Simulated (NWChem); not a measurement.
System meant: C₃H₆Ge; SMILES C=C=[CH][GeH3]

Here is an NWChem input.

```
start job
memory heap 200 mb stack 900 mb global 1100 mb
geometry units angstroms noautoz
  C      0.452279    -2.902790     0.000976
  C     -0.221011    -1.769252     0.000180
  C     -0.858370    -0.617542    -0.000671
  Ge     0.093305     1.093139    -0.002173
  H      0.741652    -3.396513     0.944022
  H      0.741300    -3.398022    -0.941396
  H     -1.964292    -0.602427    -0.000515
  H     -0.300578     1.913579    -1.259569
  H     -0.296769     1.913839     1.256259
  H      1.614397     0.813688    -0.004342
end
basis spherical
  C library def2-svp
  Ge library def2-svp
  H library def2-svp
end
dft
  odft
  mult 2
  xc xpbe96 cpbe96
  iterations 150
  mulliken
end
task dft energy
```

End of the output:

```
 ==============================================================================
                                 internuclear angles
 ------------------------------------------------------------------------------
        center 1       |       center 2       |       center 3       |  degrees
 ------------------------------------------------------------------------------
    2 C                |   1 C                |   5 H                |   121.28
    2 C                |   1 C                |   6 H                |   121.28
    5 H                |   1 C                |   6 H                |   117.43
    1 C                |   2 C                |   3 C                |   178.25
    2 C                |   3 C                |   4 Ge               |   121.95
    2 C                |   3 C                |   7 H                |   119.74
    4 Ge               |   3 C                |   7 H                |   118.30
    3 C                |   4 Ge               |   8 H                |   109.83
    3 C                |   4 Ge               |   9 H                |   109.83
    3 C                |   4 Ge               |  10 H                |   108.68
    8 H                |   4 Ge               |   9 H                |   108.27
    8 H                |   4 Ge               |  10 H                |   110.11
    9 H                |   4 Ge               |  10 H                |   110.11
 ------------------------------------------------------------------------------
                            number of included internuclear angles:         13
 ==============================================================================

 Summary of "ao basis" -> "" (spherical)
 ------------------------------------------------------------------------------
       Tag                 Description            Shells   Functions and Types
 ---------------- ------------------------------  ------  ---------------------
 C                          def2-svp                 6       14   3s2p1d
 Ge                         def2-svp                12       32   5s4p3d
 H                          def2-svp                 3        5   2s1p

  pbe96 is a nonlocal functional; adding pw91lda local functional.

                                 NWChem DFT Module
                                 -----------------

 Summary of "ao basis" -> "ao basis" (spherical)
 ------------------------------------------------------------------------------
       Tag                 Description            Shells   Functions and Types
 ---------------- ------------------------------  ------  ---------------------
 C                          def2-svp                 6       14   3s2p1d
 Ge                         def2-svp                12       32   5s4p3d
 H                          def2-svp                 3        5   2s1p

      Symmetry analysis of basis
      --------------------------

        a'         70
        a"         34

  number of electrons :                   56
  multiplicity        :                    2
 ------------------------------------------------------------------------
  no. of electrons and multiplicity not compatible                  56
 ------------------------------------------------------------------------
 ------------------------------------------------------------------------
  current input line :
    27: task dft energy
 ------------------------------------------------------------------------
 ------------------------------------------------------------------------
 There is an error in the input file
 ------------------------------------------------------------------------
 For more information see the NWChem manual at https://nwchemgit.github.io

0: no. of electrons and multiplicity not compatible:Received an Error in Communication
```

Can this run be used? If not, why, and what is the fix?

The program refused the input. Cause: the multiplicity doesn't fit the number of electrons (an even count wants an odd multiplicity, and the reverse). This input runs:
```
start job
memory heap 200 mb stack 900 mb global 1100 mb
geometry units angstroms noautoz
  C      0.452279    -2.902790     0.000976
  C     -0.221011    -1.769252     0.000180
  C     -0.858370    -0.617542    -0.000671
  Ge     0.093305     1.093139    -0.002173
  H      0.741652    -3.396513     0.944022
  H      0.741300    -3.398022    -0.941396
  H     -1.964292    -0.602427    -0.000515
  H     -0.300578     1.913579    -1.259569
  H     -0.296769     1.913839     1.256259
  H      1.614397     0.813688    -0.004342
end
basis spherical
  * library def2-svp
end
dft
  xc xpbe96 cpbe96
  iterations 150
  mulliken
end
task dft energy
```
It converges to -2194.03023 Ha (PBE/def2-SVP).
